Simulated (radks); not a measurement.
The nuclear charge of the iridium ion Ir2+ is varied continuously with 75 electrons held in [Xe] 4f14 5d7. Method: scalar-relativistic Kohn-Sham, r2SCAN, spin-polarised, spherical densities, finite nucleus; open shells are filled with parallel spins first (spin-orbit coupling, left out, can overturn this in heavy ions); meta-GGA in the generalised Kohn-Sham scheme; Fermi nuclear charge, rms radius 5.4032 fm; computed with a radial shooting solver on a logarithmic mesh with Libxc functionals. By the Hellmann-Feynman theorem dE/dZ = E(electron-nucleus)/Z, the electronic potential at the nucleus (averaged over a nucleus of fixed radius). The scalar-relativistic energy here is not variational (the density holds large components alone), so the two differ by a part that grows with Z.

| Z | E (hartree) | E(electron-nucleus)/Z (hartree) | HOMO | e(HOMO) (eV) | <r> HOMO (bohr) |
|---|---|---|---|---|---|
| 76.5 | -17537.3057 | -568.039 | 5d | -16.586 | 1.717 |
| 76.6 | -17594.6426 | -569.178 | 5d | -17.816 | 1.697 |
| 76.7 | -17652.0958 | -570.317 | 5d | -19.069 | 1.678 |
| 76.8 | -17709.6653 | -571.457 | 5d | -20.345 | 1.659 |
| 76.9 | -17767.3512 | -572.597 | 5d | -21.644 | 1.642 |
| 77 | -17825.1536 | -573.738 | 5d | -22.965 | 1.625 |
| 77.1 | -17883.0726 | -574.880 | 5d | -24.307 | 1.608 |
| 77.2 | -17941.1082 | -576.022 | 5d | -25.671 | 1.593 |
| 77.3 | -17999.2604 | -577.165 | 5d | -27.056 | 1.578 |
| 77.4 | -18057.5295 | -578.308 | 5d | -28.461 | 1.563 |
| 77.5 | -18115.9153 | -579.452 | 5d | -29.887 | 1.549 |
| 77.6 | -18174.4181 | -580.597 | 5d | -31.332 | 1.535 |
| 77.7 | -18233.0378 | -581.742 | 5d | -32.797 | 1.522 |
| 77.8 | -18291.7746 | -582.888 | 5d | -34.281 | 1.509 |
| 77.9 | -18350.6286 | -584.035 | 5d | -35.783 | 1.496 |
| 78 | -18409.5998 | -585.183 | 5d | -37.305 | 1.484 |

The central difference of E at Z = 77 is -578.607 hartree, to compare with the third column; the second derivative is -11.7 hartree.
